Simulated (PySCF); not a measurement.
BeF, SMILES [Be][F], multiplicity 2.

Geometry optimised at r2SCAN-D4/def2-TZVPD. The spin state was assumed, not searched.

Method: PBE/def2-TZVPD (PySCF).

Isolated molecule, no solvent.

Computed frontier levels, dipole moment and polarisability:
* **α spin, highest occupied and lowest empty level**: -5.45 and -1.54 eV
* **β spin, highest occupied and lowest empty level**: -9.99 and -2.90 eV
* **dipole moment**: 1.16 D
* **mean static polarisability**: 28.9 bohr³ (4.28 Å³)
* **polarisability, principal values**: 23.5, 31.6, 31.6 bohr³
* **⟨S²⟩**: 0.751 (pure state 0.75)
